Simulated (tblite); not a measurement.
Input of a run (GFN2-xTB geometry optimisation, gas phase (tblite 0.8.0)), started from a force field or distance geometry:
```
{"job": {"kind": "relax", "xc": "GFN2-xTB", "basis": "xTB"}, "charge": 0, "multiplicity": 1}
F      1.023600     2.364400     0.142600
C      0.309900     1.210300     0.055900
C     -1.061400     1.191700     0.017100
C     -1.763200    -0.010100    -0.074600
C     -1.061500    -1.227900    -0.086500
C      0.315500    -1.168400    -0.042600
C      1.022000     0.021700     0.035200
C      2.462200    -0.036500     0.093800
P      4.012300    -0.097900     0.121100
H     -1.668500     2.104000     0.036700
H     -2.846700    -0.048100    -0.109100
H     -1.585500    -2.175200    -0.153700
H      0.837000    -2.127500    -0.053500
```

Output (eV, eV/Å):
```
step      E/eV     max force
  0    -658.57202    1.872
  1    -658.63077    1.493
  2    -658.65926    0.576
  3    -658.67285    0.409
  4    -658.68909    0.338
  5    -658.69709    0.176
  6    -658.69917    0.141
  7    -658.70101    0.109
  8    -658.70197    0.069
  9    -658.70238    0.043
 10    -658.70262    0.042
 11    -658.70286    0.054
 12    -658.70308    0.044
 13    -658.70324    0.038
 14    -658.70336    0.035
 15    -658.70351    0.045
 16    -658.70373    0.066
 17    -658.70401    0.070
 18    -658.70432    0.050
 19    -658.70464    0.048
 20    -658.70496    0.051
 21    -658.70520    0.046
 22    -658.70535    0.036
 23    -658.70545    0.024
 24    -658.70554    0.031
 25    -658.70561    0.025
 26    -658.70563    0.010
 27    -658.70564    0.009
```

Summarise the run.

The energy falls by 0.134 eV over 27 L-BFGS steps, the largest force on an atom goes from 1.87 to 0.009 eV/Å, and the atoms move by 0.054 Å rms after alignment. The bond that changes most is C7–C8 (ends: substituted aromatic carbon; triply bonded carbon), which shortens by 0.044 Å. Bonds longer at the end by more than 0.005 Å: 4 of 13; shorter: 8. Among the angles that change most is C4–C3–H10, from 116.1° to 121.6°. The energy never rose by more than 1e-5 eV on the way. The first step brought 44 % of the lowering.

What are the final bond lengths?

F1–C2 1.349 Å, C2–C3 1.379 Å, C3–C4 1.386 Å, C4–C5 1.387 Å, C5–C6 1.380 Å, C6–C7 1.401 Å, C7–C8 1.399 Å, C8≡P9 1.558 Å, C2–C7 1.401 Å, C3–H10 1.079 Å, C4–H11 1.079 Å, C5–H12 1.079 Å, C6–H13 1.080 Å. Numbering counts from 1 in the input's order; the species is `FC1=CC=CC=C1C#P`.

The run took 0.13 s wall on Arm Neoverse V2, one thread, shared host with 96 logical CPUs at a one-minute load of 19.

Its GFN2-xTB frequencies are all real (lowest 80 cm⁻¹).

All values are computed, not measured.
